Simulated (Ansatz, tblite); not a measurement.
Removing and adding an electron: the cluster Sn2H3 (the lowest doublet isomer of a short search). Charge 0, multiplicity 2. Geometry: PBE0-D4/def2-TZVP. Ansatz, gas phase; energy differences of separate SCF runs; the oxidised species is a singlet (the triplet lies 0.95 eV higher at PBE0-D4/def2-TZVP); the reduced species is a singlet (the triplet lies 0.90 eV higher at PBE0-D4/def2-TZVPD).

| atom | x (Å) | y (Å) | z (Å) |
| --- | --- | --- | --- |
| Sn1 | 0.659 | 0.706 | -1.909 |
| Sn2 | 0.178 | -0.447 | 0.558 |
| H3 | -0.876 | 1.556 | -1.651 |
| H4 | 1.188 | -1.588 | 1.369 |
| H5 | -1.149 | -0.227 | 1.633 |

In the def2 sets Sn takes a core potential; there is no spin–orbit coupling. The xTB rows come from tblite. Correlated methods freeze 8 core orbitals; core or outer-core shells of Sn are correlated, in sets that lack core-valence functions. The structure comes from a short search, and lower isomers may exist.

```tsv
level	−HOMO (eV)	vertical IE (eV)	−LUMO (eV)	vertical EA (eV)	HOMO–LUMO gap (eV)	IE − EA (eV)	remarks
GFN1-xTB	–	11.88	–	5.82	–	6.06	–
GFN2-xTB	–	11.54	–	5.60	–	5.94	–
PBE-D4/def2-TZVP	4.98	7.52	4.20	–	0.78	–	restricted SCF unstable in HF (+1 singlet)
PBE-D4/def2-TZVPD	4.99	–	4.21	1.96	0.77	–	HOMO above zero (-1 singlet), restricted SCF unstable in HF (-1 singlet)
r2SCAN-D4/def2-TZVP	5.30	7.65	3.95	–	1.35	–	restricted SCF unstable in HF (+1 singlet)
r2SCAN-D4/def2-TZVPD	5.30	–	3.95	1.91	1.35	–	HOMO above zero (-1 singlet), restricted SCF unstable in HF (-1 singlet)
PBE0-D4/def2-TZVP	5.71	7.50	3.43	–	2.29	–	restricted SCF unstable in HF (+1 singlet)
PBE0-D4/def2-TZVPD	5.72	–	3.43	1.89	2.29	–	restricted SCF unstable in HF (-1 singlet)
MP2/def2-TZVPD	–	–	–	2.02	–	–	restricted SCF unstable (-1 singlet)
MP2/def2-TZVPP	–	7.33	–	–	–	–	restricted SCF unstable (+1 singlet)
CCSD/def2-TZVPD	–	–	–	1.86	–	–	restricted SCF unstable (-1 singlet)
CCSD/def2-TZVPP	–	7.29	–	–	–	–	restricted SCF unstable (+1 singlet)
CCSD(T)/def2-TZVPD	–	–	–	2.04	–	–	restricted SCF unstable (-1 singlet)
CCSD(T)/def2-TZVPP	–	7.37	–	–	–	–	restricted SCF unstable (+1 singlet)
```

Relaxing the oxidised species (PBE0-D4/def2-TZVP) changes its energy by -0.60 eV at PBE0-D4/def2-TZVP, so the adiabatic ionisation energy to this nearest minimum is 6.90 eV. At PBE-D4/def2-TZVP it is 6.83 eV.  Run but left out: HF/def2-TZVPP (charge +1 singlet: restricted singlet, unstable towards broken spin symmetry); HF/def2-TZVPD (charge -1 singlet: restricted singlet, unstable towards broken spin symmetry).   A HOMO above zero means that the electron is unbound at that level or that self-interaction error raises the level; the energy of removing that electron tells which. HOMO and LUMO are the levels of the spin that leaves or enters (xTB has no such levels and no spin-polarisation term). Other spin states of the ions may lie lower, which would lower the ionisation energy or raise the affinity. Raw xTB energy differences between charge states are shifted by several eV; the methods need an empirical correction for them.
